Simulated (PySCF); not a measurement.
## Ionising LiHg

r²SCAN; PySCF, scalar-relativistic core potentials, basis sets Li cc-pVDZ, Hg cc-pVDZ-PP with ECP60. Neutral (UKS): doublet (σ ↑), Re = 2.954 Å, ωe = 163 cm⁻¹, De = 0.23 eV, HOMO -3.20 eV, LUMO -1.64 eV.

LiHg⁺ (UKS): singlet (closed shell), Re = 2.715 Å, ωe = 243 cm⁻¹, De = 0.51 eV to Li⁺ + Hg. The energies at the minima are -161.05564 hartree for LiHg and -160.86797 for LiHg⁺.

(1) Work out the adiabatic ionisation energy, without and with harmonic zero-point energies (1 hartree = 27.2114 eV, 1 eV = 8065.5 cm⁻¹), and the change of the bond length.

Closed-shell solutions of metal pairs were not tested for spin polarisation, which can lower them a little. Weak bonds: LiHg. Basis-set superposition, not corrected here, can be much of De in a small basis, most of all at correlated wavefunction levels. Spin–orbit coupling is left out. For an ion De counts to the pair picked by the measured ionisation energies or electron affinities, which need not be the lowest pair at this level. States were picked by a PBE0 search and need not be the measured ground states.

## Answers

(1) At r²SCAN: 0.18767 hartree = 5.107 eV between the minima; the zero-point term (243.0 − 163.0)/2 cm⁻¹ = +0.005 eV makes it 5.112 eV. Re changes by -23.9 pm against the neutral. The electron leaves a σ orbital, and the shorter bond of the ion fits an antibonding orbital, or a change in how ionic the bond is.
